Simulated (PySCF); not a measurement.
An equivalent PySCF input for Mn⁺ (manganese, charge +1), [Ar] 3d5 4s1, high-spin 7S determinant, with no relativity, point nucleus:

```python
from pyscf import gto, scf, dft, mp, cc
import basis_set_exchange as bse
mol = gto.M(atom="Mn 0 0 0", charge=1, spin=6, symmetry="D2h",
            basis=gto.basis.parse(bse.get_basis("pcseg-2", elements=["Mn"], fmt="nwchem", header=False)))
mf = dft.UKS(mol, xc="M06L")
mf.irrep_nelec = {'Ag': (6, 3), 'B1g': (1, 0), 'B2g': (1, 0), 'B3g': (1, 0), 'B1u': (2, 2), 'B2u': (2, 2), 'B3u': (2, 2)}
mf.kernel()
```

It reaches the same state as the run whose output follows, with an energy that differs only through the grid. The run itself started from symmetry-adapted Hartree-Fock orbitals and held the occupation by maximum overlap, on a logarithmic radial grid, so the iterations belong to that start.

```
SCF conv_tol = 1e-09
number electrons alpha = 15  beta = 9
XC functionals = M06L
    Y. Zhao and D. G. Truhlar.,  J. Chem. Phys. 125, 194101 (2006)
    Y. Zhao and D. G. Truhlar.,  J. Chem. Phys. 125, 194101 (2006)
    Y. Zhao and D. G. Truhlar.,  Theor. Chem. Acc. 120, 215 (2008)
cycle= 1 E= -1150.66425036376  delta_E= -0.00703  |g|= 0.0391  |ddm|= 0.292
cycle= 2 E= -1150.6641366982  delta_E= 0.000114  |g|= 0.0479  |ddm|= 0.107
cycle= 3 E= -1150.66476009736  delta_E= -0.000623  |g|= 0.000893  |ddm|= 0.0285
cycle= 4 E= -1150.66476080062  delta_E= -7.03e-07  |g|= 0.000237  |ddm|= 0.00603
cycle= 5 E= -1150.66476081603  delta_E= -1.54e-08  |g|= 1.49e-05  |ddm|= 0.000195
cycle= 6 E= -1150.6647608161  delta_E= -6.84e-11  |g|= 2e-07  |ddm|= 1.19e-05
converged SCF energy = -1150.6647608161  <S^2> = 12.000898  2S+1 = 7.0002566
```
